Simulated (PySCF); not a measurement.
FeH12O6, SMILES [OH2]->[Fe+2](<-[OH2])(<-[OH2])(<-[OH2])(<-[OH2])<-[OH2] (connectivity only; charge and spin as stated), charge +2, multiplicity 5. Atoms are numbered in the order given.

```xyz
19

Fe     0.0000     0.0000     0.0000
O     -2.1088    -0.3965     0.0000
H     -2.5240    -1.2819     0.0000
H     -2.8430     0.2494     0.0000
O     -0.4017     2.0743     0.0000
H     -0.5786     2.6345    -0.7829
H     -0.5786     2.6345     0.7829
O      0.0000     0.0000     2.1386
H      0.6920     0.3614     2.7279
H     -0.6920    -0.3614     2.7279
O      0.0000     0.0000    -2.1386
H     -0.6920    -0.3614    -2.7279
H      0.6920     0.3614    -2.7279
O      0.4017    -2.0743     0.0000
H      0.5786    -2.6345     0.7829
H      0.5786    -2.6345    -0.7829
O      2.1088     0.3965     0.0000
H      2.8430    -0.2494     0.0000
H      2.5240     1.2819     0.0000
```
Charge +2, spin multiplicity 5.

Coordinates come from a PBE-D3(BJ)/def2-SVP optimisation. The multiplicity is an assumed one; other spin states were not compared. The isomer is the one that the SMILES or the coordinates give; other isomers of the formula were not compared.

Level of theory: PySCF with PBE/def2-SVP.

ESP charges are fitted to the potential on shells at 1.4 to 2.0 van der Waals radii. Atomic charges (e):

| atom | ESP fit | meta-Löwdin | Mulliken spin |
|---|---|---|---|
| Fe1 | 1.75 | (withheld) | 3.82 |
| O2 | -0.95 | (withheld) | 0.02 |
| H3 | 0.50 | (withheld) | 0.01 |
| H4 | 0.50 | (withheld) | 0.01 |
| O5 | -0.93 | (withheld) | 0.03 |
| H6 | 0.49 | (withheld) | 0.00 |
| H7 | 0.49 | (withheld) | 0.00 |
| O8 | -0.97 | (withheld) | 0.02 |
| H9 | 0.50 | (withheld) | 0.00 |
| H10 | 0.50 | (withheld) | 0.00 |
| O11 | -0.97 | (withheld) | 0.02 |
| H12 | 0.50 | (withheld) | 0.00 |
| H13 | 0.50 | (withheld) | 0.00 |
| O14 | -0.93 | (withheld) | 0.03 |
| H15 | 0.49 | (withheld) | 0.00 |
| H16 | 0.49 | (withheld) | 0.00 |
| O17 | -0.95 | (withheld) | 0.02 |
| H18 | 0.50 | (withheld) | 0.01 |
| H19 | 0.50 | (withheld) | 0.01 |

### Question
Fill in the missing entries. (The exact figures need the calculation; the answer reports its results.)

### Answer

- Fe1, meta-Löwdin: 1.29
- O2, meta-Löwdin: -0.61
- H3, meta-Löwdin: 0.36
- H4, meta-Löwdin: 0.36
- O5, meta-Löwdin: -0.60
- H6, meta-Löwdin: 0.36
- H7, meta-Löwdin: 0.36
- O8, meta-Löwdin: -0.60
- H9, meta-Löwdin: 0.36
- H10, meta-Löwdin: 0.36
- O11, meta-Löwdin: -0.60
- H12, meta-Löwdin: 0.36
- H13, meta-Löwdin: 0.36
- O14, meta-Löwdin: -0.60
- H15, meta-Löwdin: 0.36
- H16, meta-Löwdin: 0.36
- O17, meta-Löwdin: -0.61
- H18, meta-Löwdin: 0.36
- H19, meta-Löwdin: 0.36
